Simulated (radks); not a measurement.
Charge is removed step by step from the 5p level of the europium ion Eu2+, starting from [Xe] 4f7. Method: scalar-relativistic Kohn-Sham, r2SCAN, spin-unpolarised, spherical densities, finite nucleus; meta-GGA in the generalised Kohn-Sham scheme; Fermi nuclear charge, rms radius 5.1115 fm; computed with a radial shooting solver on a logarithmic mesh with Libxc functionals.

| removed (e) | E - E(0) (eV) | eigenvalue (eV) | E minus straight line (eV) |
|---|---|---|---|
| 0 | 0.000 | -37.997 | 0.000 |
| 0.25 | 9.873 | -41.053 | -1.168 |
| 0.5 | 20.517 | -44.162 | -1.565 |
| 0.75 | 31.943 | -47.318 | -1.180 |
| 1 | 44.164 | -50.518 | 0.000 |

Removing the whole electron costs 44.164 eV by Delta-SCF, against 37.997 eV from minus the eigenvalue at the starting occupation. Slater's transition state (half an electron removed) gives 44.162 eV. Integrating minus the eigenvalue over the occupation (Janak's theorem) gives 44.193 eV. In this scalar-relativistic scheme the density is built from large components alone, so the theorem holds only approximately. The mean slope of the eigenvalue, de/dn, is 12.5 eV per electron.
